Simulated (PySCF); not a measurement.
Method used: PBE0/pcSseg-1 in PySCF (dipole) on a GFN2-xTB geometry, gas phase. One conformer each; commonest isotopes, rigid rotors.

Species:
1. `[CH3:1][CH2:2][c:3]1[o:4][c:5]([C:6]([CH3:7])=[O:8])[c:9]([Cl:10])[p:11]1` with C1–C2–C3–O4 176°, O4–C5–C6–C7 0°
2. `[CH3:1][CH2:2][NH:3][N:4]1[CH2:5][CH2:6][CH2:7][CH2:8]1` with C1–C2–N3–N4 -173°, C2–N3–N4–C5 151°, N3–N4–C5–C6 123°, N4–C5–C6–C7 28°, C5–C6–C7–C8 -38°, C6–C7–C8–N4 36°
3. `[CH2:1]=[CH:2][P@@:3]1(=[N:4][SiH3:5])[CH2:6][C@H:7]1[CH3:8]` with C1–C2–P3–N4 2°

Rotational constants (MHz) and dipole components (D):

```tsv
set	A	B	C	μa	μb	μc
P	2160	969.7	753.2	3.33	1.62	1.38
Q	5544	1046	948.3	0.68	0.82	0.98
R	1259	626.0	421.5	4.22	2.52	0.02
```

Problem. Match each set to its species.

Solution. P = 3, Q = 2, R = 1.

- 1 (set R): mass 190.0 u, 11 heavy atoms, longest extent 8.2 Å, asymmetric top, Ia, Ib, Ic = 401.3, 807.4, 1199.1 u·Å².
- 2 (set Q): mass 114.1 u, 8 heavy atoms, longest extent 7.7 Å, C1, near-prolate asymmetric top, Ia, Ib, Ic = 91.2, 483.0, 532.9 u·Å².
- 3 (set P): mass 145.0 u, 8 heavy atoms, longest extent 7.4 Å, C1, asymmetric top, Ia, Ib, Ic = 233.9, 521.2, 671.0 u·Å².

Point groups hold within 0.08 Å; constants that symmetry makes equal can differ a little in the computed geometry, and forbidden dipole components can keep a residue. No structure here is proved a minimum.
